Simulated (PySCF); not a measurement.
## Energy of Ga⁺ (gallium, charge +1) between two integer charges

The 4s beta orbital of [Ar] 3d10 4s2 is emptied in steps (occupation f), with all orbitals relaxed, ending at [Ar] 3d10 4s1. Computed with PySCF 2.14 in def2-TZVP (6s5p4d1f, 48 functions), with the non-relativistic Hamiltonian (point nucleus). The exact energy is a straight line in f; departures are measured from the line between the end points of the same method.

```csv
f,UHF (eV),LDA (eV),PBE (eV),PBE0 (eV),r2SCAN (eV),LC-wPBE (eV),BHandHLYP (eV),wB97X (eV),TPSS (eV),r2SCAN0 (eV)
1,0.000,0.000,0.000,0.000,0.000,0.000,0.000,0.000,0.000,0.000
0.75,0.050,-0.833,-0.826,-0.597,-0.710,-0.071,-0.415,-0.179,-0.781,-0.520
0.5,0.064,-1.111,-1.107,-0.799,-0.938,-0.097,-0.562,-0.225,-1.052,-0.686
0.25,0.046,-0.832,-0.835,-0.600,-0.699,-0.083,-0.430,-0.140,-0.805,-0.510
0,0.000,0.000,0.000,0.000,0.000,0.000,0.000,0.000,0.000,0.000
```

```csv
method,E(f=0) − E(f=1) (eV),−ε at f=1 (eV),−ε at f=0.5 (eV)
UHF,18.441,18.720,18.430
LDA,20.773,16.339,20.775
PBE,20.414,16.032,20.390
PBE0,20.088,16.912,20.079
r2SCAN,20.134,16.301,20.167
LC-wPBE,20.012,19.623,19.979
BHandHLYP,20.006,17.814,19.968
wB97X,20.376,19.405,20.461
TPSS,20.137,15.995,20.075
r2SCAN0,19.943,17.133,19.972
```

Orbital energy along the path (eV):

```
   f      UHF      LDA      PBE     PBE0   r2SCAN  LC-wPBE  BHandHLYP    wB97X     TPSS  r2SCAN0
   1  -18.720  -16.339  -16.032  -16.912  -16.301  -19.623    -17.814  -19.405  -15.995  -17.133
0.75  -18.565  -18.547  -18.194  -18.488  -18.273  -19.823    -18.878  -19.921  -18.033  -18.583
 0.5  -18.430  -20.775  -20.390  -20.079  -20.167  -19.979    -19.968  -20.461  -20.075  -19.972
0.25  -18.311  -23.000  -22.629  -21.689  -22.006  -20.180    -21.109  -20.944  -22.199  -21.313
   0  -18.206  -25.195  -24.829  -23.232  -23.813  -20.514    -22.372  -20.291  -24.506  -22.628
```

As f goes to zero the orbital energy of a semilocal functional can turn back, because the density of that orbital vanishes from the exchange-correlation potential.

Reference removal energy between the ground levels: 20.515 eV (measured; NIST Atomic Spectra Database, ionization energies). UHF lacks correlation.
